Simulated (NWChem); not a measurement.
System meant: CHO$_{2}$, doublet; SMILES [O]C=O

Here is an NWChem input.

```
start job
memory heap 200 mb stack 900 mb global 1100 mb
geometry units angstroms noautoz
  O     -1.143122    -0.000000    -0.125298
  C      0.005674     0.000000     0.214791
  O      1.173921    -0.000000    -0.204183
  H      0.207611    -0.000000     1.371642
end
basis spherical
  * library def2-svp
end
dft
  odft
  mult 2
  xc xpbe96 cpbe96
  iterations 4
  mulliken
end
task dft energy
```

End of the output:

```
     --------------------------
     Expectation value of S2:
     --------------------------
      <S2> =      0.7524 (Exact =     0.7500)

 center of mass
 --------------
 x =  -0.05724902 y =  -0.00600915 z =   0.00000000

 moments of inertia (a.u.)
 ------------------
         153.596905689103           0.000000000000           0.000000000000
           0.000000000000          11.756343079222           0.000000000000
           0.000000000000           0.000000000000         165.353248768325

     Multipole analysis of the density
     ---------------------------------

     L   x y z        total         alpha         beta         nuclear
     -   - - -        -----         -----         ----         -------
     0   0 0 0     -0.000000    -12.000000    -11.000000     23.000000

     1   1 0 0      0.546123      0.038196      0.507927     -0.000000
     1   0 1 0      0.237152     -0.177530      0.414682     -0.000000
     1   0 0 1     -0.000000     -0.000000     -0.000000      0.000000

     2   2 0 0    -10.615437    -11.637499     -8.282881      9.304942
     2   1 1 0      0.036155     -0.123874     -0.199113      0.359143
     2   1 0 1     -0.000000     -0.000000     -0.000000      0.000000
     2   0 2 0    -15.010399    -47.849730    -44.021208     76.860539
     2   0 1 1      0.000000      0.000000      0.000000      0.000000
     2   0 0 2    -11.750627     -6.098804     -5.651823      0.000000

 ------------------------------------------------------------------------
 dft energy failed                                                                                  0
 ------------------------------------------------------------------------
 ------------------------------------------------------------------------
  current input line :
    19: task dft energy
 ------------------------------------------------------------------------
 ------------------------------------------------------------------------
 This type of error is most commonly associated with calculations not reaching convergence criteria
 ------------------------------------------------------------------------
 For more information see the NWChem manual at https://nwchemgit.github.io

0:dft energy failed:Received an Error in Communication
```

### Question
What is wrong, and how is it mended?

### Answer
The run did not converge; its last values are not results. Cause: the SCF was allowed too few iterations. This input runs:
```
start job
memory heap 200 mb stack 900 mb global 1100 mb
geometry units angstroms noautoz
  O     -1.143122    -0.000000    -0.125298
  C      0.005674     0.000000     0.214791
  O      1.173921    -0.000000    -0.204183
  H      0.207611    -0.000000     1.371642
end
basis spherical
  * library def2-svp
end
dft
  odft
  mult 2
  xc xpbe96 cpbe96
  iterations 150
  mulliken
end
task dft energy
```
It converges to -188.75172 Ha (PBE/def2-SVP, spin-unrestricted).
